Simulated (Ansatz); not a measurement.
CHClOSeZn, SMILES `O=C[Se][Zn][Cl]` at its PBE0-D4/def2-TZVP geometry, where that method's forces vanish. Charge 0, multiplicity 1.

| atom | x (Å) | y (Å) | z (Å) |
| --- | --- | --- | --- |
| O1 | -0.639 | -0.213 | 0.938 |
| C2 | 0.530 | 0.119 | 1.119 |
| Se3 | 1.658 | 0.488 | -0.325 |
| Zn4 | -0.470 | -0.097 | -1.243 |
| Cl5 | -2.013 | -0.500 | -2.625 |
| H6 | 0.935 | 0.204 | 2.137 |

Question: For each bond, give half the difference of the two atoms' forces along it (eV/Å; positive pushes the atoms apart) under PBE-D4, r2SCAN-D4, B3LYP-D4, ωB97M-V in def2-TZVPP. (An estimate is asked.)

Answer: Ansatz gave: 
| bond | length (Å) | PBE-D4 | r2SCAN-D4 | B3LYP-D4 | ωB97M-V |
| --- | --- | --- | --- | --- | --- |
| O1–C2 | 1.229 | 0.97 | 0.44 | 0.26 | 0.13 |
| C2–Se3 | 1.869 | 0.04 | 0.02 | 0.25 | 0.03 |
| C2–H6 | 1.099 | -0.10 | -0.12 | -0.24 | -0.16 |
| Se3–Zn4 | 2.389 | 0.17 | 0.02 | 0.14 | -0.10 |
| Zn4–Cl5 | 2.111 | 0.01 | -0.06 | 0.09 | 0.05 |

B3LYP here is the variant with VWN-RPA as its local correlation; programs differ in this.
